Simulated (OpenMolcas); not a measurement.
# Te2+: from RASSCF to RASPT2

```
Program             : OpenMolcas 26.06
Basis               : ANO-RCC-VTZP [7s6p4d2f1g]
Scalar Hamiltonian  : DKH2, point nucleus
Active space        : 4 electrons in 9 orbitals (RAS2 5s 5p; RAS3 5d, at most 2 electrons)
State averaging     : 2S+1 = 3 even, 6 roots; 2S+1 = 1 even, 12 roots; 2S+1 = 5 odd, 1 root; 2S+1 = 3 odd, 8 roots; 2S+1 = 1 odd, 8 roots
Spin-orbit coupling : RASSI with atomic mean-field integrals over the reference wave functions, term energies averaged over their components
```

Methods on the same reference wave functions:
A. RASSCF
B. SS-RASPT2, IPEA 0.25 Eh, imaginary shift 0.1 Eh (closed shells correlated: 4d)
C. MS-RASPT2, IPEA 0.25 Eh, imaginary shift 0.1 Eh (closed shells correlated: 4d)
D. XMS-RASPT2, IPEA 0.25 Eh, imaginary shift 0.1 Eh (closed shells correlated: 4d)

Energies in eV above 5s² 5p² ³P₀, the measured ground level; measured values from the list in Zhang, Palmeri, Quinet and Biemont, Astron. Astrophys. 551, A136 (2013).

```tsv
Level	A	B	C	D	Measured
5s² 5p² ³P₀	0.0000	0.0000	0.0000	0.0000	0.0000
5s² 5p² ³P₁	0.4888	0.502	0.505	0.502	0.5898
5s² 5p² ³P₂	0.9311	0.907	0.911	0.906	1.0126
5s² 5p² ¹D₂	2.2300	2.021	2.026	2.011	2.1523
5s² 5p² ¹S₀	3.9340	3.710	3.695	3.742	3.7689
5s 5p³ ⁵S°₂	6.9501	7.757	7.770	7.835	8.0077
5s 5p³ ³D°₁	9.8445	10.210	10.223	10.285	10.2769
5s 5p³ ³D°₂	9.8549	10.231	10.244	10.306	10.3159
5s 5p³ ³D°₃	10.0301	10.412	10.425	10.487	10.5641
```

Deviations, from unrounded energies. A percentage is the sum of absolute deviations over the sum of measured energies, with the sign that they share, or ± where signs differ.

| Against measurement | Levels | A | B | C | D |
| --- | --- | --- | --- | --- | --- |
| mean absolute deviation (cm-1) | 8 | 2900 | 950 | 900 | 640 |
| fine structure of the ground term (%) | 2 | -11.4 | -12.1 | -11.6 | -12.1 |
| other terms of the ground configuration (%) | 2 | +4.1 | -3.2 | -3.4 | -2.8 |
| other configurations (%) | 4 | -6.3 | -1.4 | -1.3 | ±0.7 |

D lies closest to measurement on these levels and A furthest from it. The largest miss of D in the table is 5s 5p³ ⁵S°₂, by -1400 cm-1. The ranking rests on the paired levels alone, and a cruder setting can come out closer through cancelling errors.

Among B to D the level of the table that moves most is 5s 5p³ ⁵S°₂, by 620 cm-1 (lowest in B, highest in D). Moves below CASPT2's spread within the term are not significant.

From A to B the spin-free energies of the other terms of 5s² 5p² shown, above ³P, scale by factors of 0.80 to 0.92.

The lowest spin-free term lies below A's lowest term by 0.442 hartree in B, 0.442 hartree in C, 0.445 hartree in D.

Term energies are means over components that CASPT2 splits; among the terms shown or strongly mixed into the levels shown the widest spread is 74 cm-1 (5s 5p³ ³D°, C). The run also gave levels led by 5s 5p² 5d, 5s² 5p 5d, which use shells meant for correlation; these and all levels above them are left out. Some terms mix strongly with configurations of 5d, whose occupation reaches 0.19 (5s 5p³ ³D°, 5s 5p³ ³P°). Computed and measured levels are paired by configuration, term and J; levels that our copy of the source lacks, or whose pairing is in doubt (as where it misses far off the trend of its configuration), stay unpaired and out of the deviations. Levels of configurations outside the active space are missing. Levels that lie high or do not pair safely by name in every column are left out.

° marks odd parity.
